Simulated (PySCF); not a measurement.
A run for PySCF: R-MP2/6-31G* on C4H12O (a complex).

```python
from pyscf import gto, scf, dft, mp
from pyscf.data.elements import chemcore

mol = gto.M(
    atom='''
    C    -0.32389045    0.76152648    0.02995093
    C     0.17250439   -0.68025569   -0.03513193
    H    -1.38508647    0.82556823   -0.22077932
    H     0.21784977    1.39717296   -0.67362249
    H    -0.18876006    1.17461843    1.03010020
    H    -0.37524208   -1.31987335    0.66023688
    H     1.23129391   -0.74609672    0.22391188
    H     0.05062839   -1.10329221   -1.03455325
    C     1.17720417   -0.33825640    3.69929435
    O     0.10220977    0.55677479    3.51893738
    C    -1.15207062   -0.05919084    3.70641211
    H     1.12475411   -1.17455347    2.99069878
    H     1.19181713   -0.74524585    4.71903498
    H     2.09694394    0.21806716    3.52499316
    H    -1.30481879   -0.88190840    2.99587231
    H    -1.91597154    0.69883678    3.54082445
    H    -1.25475127   -0.45620957    4.72494242
    ''',
    basis='6-31g*',
    cart=True,
    charge=0, spin=0, verbose=3, max_memory=1800)
mf = scf.RHF(mol)
mf.conv_tol = 1e-8
mf.max_cycle = 100
mf.kernel()
if not mf.converged:
    mf = mf.newton().run(mf.mo_coeff, mf.mo_occ)
pt = mp.MP2(mf, frozen=chemcore(mol)).run()
```

It printed:

```
converged SCF energy = -233.292266220184
E(RMP2) = -234.001062836676  E_corr = -0.708796616491033
E(SCS-RMP2) = -233.999690923468  E_corr = -0.707424703283795
```

The calculation finished and met its thresholds.

Cost: around 2.0 core-seconds (rough).
